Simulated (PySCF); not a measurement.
C3H5, SMILES [CH]1CC1, multiplicity 2. Atoms are numbered in the order given.

```xyz
8

C      0.1669    -0.8676     0.0000
C     -0.0305     0.3621     0.7662
C     -0.0305     0.3621    -0.7662
H     -0.3493    -1.8144     0.0000
H     -0.9665     0.5126     1.2958
H      0.8236     0.8247     1.2507
H      0.8236     0.8247    -1.2507
H     -0.9665     0.5126    -1.2958
```
Charge 0, spin multiplicity 2.

Geometry: B3LYP-D3(BJ)/def2-TZVP.

Level of theory: PBE/def2-TZVPD (PySCF).

Mulliken values depend strongly on the basis, most of all with diffuse functions as here. ESP charges are fitted to the potential on shells at 1.4 to 2.0 van der Waals radii. Atomic charges (e):

| atom | ESP fit | meta-Löwdin | Mulliken | Mulliken spin |
|---|---|---|---|---|
| C1 | -0.17 | (withheld) | -0.26 | 0.87 |
| C2 | -0.30 | (withheld) | -0.27 | 0.01 |
| C3 | -0.30 | (withheld) | -0.27 | 0.01 |
| H4 | 0.15 | (withheld) | 0.14 | 0.00 |
| H5 | 0.15 | (withheld) | 0.17 | 0.02 |
| H6 | 0.15 | (withheld) | 0.16 | 0.04 |
| H7 | 0.15 | (withheld) | 0.16 | 0.04 |
| H8 | 0.15 | (withheld) | 0.17 | 0.02 |

Complete the blanks. (Estimate from the structure and the level; the computed values follow.)


- C1, meta-Löwdin: -0.15
- C2, meta-Löwdin: -0.24
- C3, meta-Löwdin: -0.24
- H4, meta-Löwdin: 0.13
- H5, meta-Löwdin: 0.12
- H6, meta-Löwdin: 0.13
- H7, meta-Löwdin: 0.13
- H8, meta-Löwdin: 0.12
